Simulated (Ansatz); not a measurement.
C5H12F3NO3S⁻, that is tetramethylammonium triflate with one electron more. Total charge -1; doublet. Geometry PBE-D4/def2-SVP; atoms count from 1.

```xyz
25

C    -2.2132   -1.5742   -0.5716
N    -1.5004   -0.3050   -0.1221
C    -0.9825   -0.4785    1.2825
C    -2.4852    0.8505   -0.1656
C    -0.3366   -0.0164   -1.0348
H    -3.0580   -1.7120    0.1603
H    -2.5691   -1.3581   -1.6174
H    -1.4487   -2.3864   -0.5235
H    -0.2672   -1.3259    1.2697
H    -0.4351    0.4465    1.5552
H    -1.8775   -0.6730    1.9216
H    -2.8253    0.9116   -1.2365
H    -3.3147    0.5603    0.5381
H    -1.9252    1.7536    0.1668
H    -0.7667    0.1131   -2.0568
H     0.3602   -0.8760   -0.9671
H     0.1709    0.8919   -0.6537
O     2.1956   -0.9623    0.8362
S     2.6851    0.4262    1.1117
O     3.7357    0.5518    2.1582
O     1.6248    1.4905    1.1290
C     3.6239    0.8376   -0.4787
F     4.1492    2.0847   -0.4432
F     2.8138    0.7742   -1.5677
F     4.6460   -0.0245   -0.6904
```

The highest occupied level of the relaxed charge -1 doublet lies above zero (up to 2.49 eV). By energy differences it is unbound by 1.24 eV (each at its own geometry, against the charge 0 singlet, at PBE0-D4/def2-SVP) and held by the finite basis.

Q: Estimate the Mulliken populations from the PBE0/def2-SVP orbitals of Ansatz.

A: 
```csv
atom,charge (e),spin (α − β)
C1,0.16,-0.04
N2,-0.39,-0.03
C3,0.08,-0.02
C4,0.16,-0.04
C5,0.09,-0.02
H6,-0.09,0.17
H7,-0.09,0.17
H8,-0.02,0.09
H9,0.05,0.03
H10,0.07,0.02
H11,-0.05,0.11
H12,-0.09,0.17
H13,-0.09,0.17
H14,0.01,0.06
H15,-0.04,0.11
H16,0.05,0.03
H17,0.07,0.02
O18,-0.55,0.00
S19,0.91,0.00
O20,-0.55,0.00
O21,-0.55,0.00
C22,0.48,0.00
F23,-0.21,0.00
F24,-0.21,0.00
F25,-0.21,0.00
```
Mulliken values depend strongly on the basis.

Q: Where does the spin sit?

A: Summed by element: C -0.12, N -0.03, H 1.15, O 0.00, S 0.00, F 0.00, of 1 unpaired in all. Largest on single atoms: H6 0.17, H13 0.17, H7 0.17.

Q: And the Mayer bond orders between heavy atoms (over 0.3)?

A: C1–N2 0.88 (1.52 Å); N2–C3 0.89 (1.51 Å); N2–C4 0.88 (1.52 Å); N2–C5 0.88 (1.51 Å); O18–S19 1.53 (1.50 Å); S19–O20 1.60 (1.49 Å); S19–O21 1.50 (1.50 Å); S19–C22 0.74 (1.89 Å); C22–F23 1.07 (1.35 Å); C22–F24 1.06 (1.36 Å); C22–F25 1.07 (1.35 Å).
